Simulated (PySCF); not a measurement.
## `O=CC1=C[C@@H]2C(C=O)=C[C@H]12`, C8H6O2

Cartesian coordinates in Å; atom numbers follow the order of the lines, from 1:
```xyz
16

O    -3.352   -0.887   -0.333
C    -2.707    0.123   -0.461
C    -1.381    0.344    0.077
C    -0.486    1.347    0.028
C     0.558    0.601    0.807
C     1.383   -0.344   -0.060
C     2.640   -0.142   -0.750
O     3.286    0.876   -0.735
C     0.491   -1.348    0.028
C    -0.465   -0.569    0.886
H    -3.101    0.996   -1.019
H    -0.461    2.318   -0.430
H     1.037    1.075    1.653
H     2.976   -1.035   -1.315
H     0.422   -2.338   -0.381
H    -0.848   -1.008    1.798
```

Level of theory: GIAO B97-2/pcSseg-1 magnetisability, rotational g tensor and spin-rotation constants, non-relativistic, gas phase (PySCF 2.14.0). Geometry: GFN2-xTB.

How diamagnetic is it, and how anisotropic?

Isotropic -904 × 10⁻³⁰ J/T², or -54.5 × 10⁻⁶ cm³/mol; principal values -1187, -1005, -521 × 10⁻³⁰ J/T², anisotropy 596 × 10⁻³⁰ J/T² (root of half the summed squared differences of the principal values). The susceptibility is in cgs units.

Split it along the inertial axes a, b, c into diamagnetic and paramagnetic parts about the centre of mass, with the quadrupole moment.


| axis | χ (10⁻⁶ cm³/mol) | diamagnetic (10⁻⁶ cm³/mol) | paramagnetic (10⁻⁶ cm³/mol) | summed x² of all electrons (Å²) | quadrupole Θ (D Å) |
| --- | --- | --- | --- | --- | --- |
| a | -47.4 | -428.3 | 380.9 | 331.6 | -25.53 |
| b | -44.5 | -1567.0 | 1522.4 | 63.2 | +14.76 |
| c | -71.5 | -1675.3 | 1603.8 | 37.7 | +10.77 |

Anisotropies 2χaa − χbb − χcc = +21.3 and 2χbb − χaa − χcc = +29.8 × 10⁻⁶ cm³/mol. Θ is traceless in Buckingham's convention.

And the rotational g tensor?


| axis | rotational constant (GHz) | g | nuclear part | electronic part |
| --- | --- | --- | --- | --- |
| a | 3.8282 | -0.0842 | 0.6008 | -0.6850 |
| b | 0.7717 | -0.0266 | 0.5253 | -0.5519 |
| c | 0.7223 | -0.0149 | 0.5293 | -0.5442 |

Asymmetric top; isotopes 12C, 1H, 16O; no vibrational averaging.
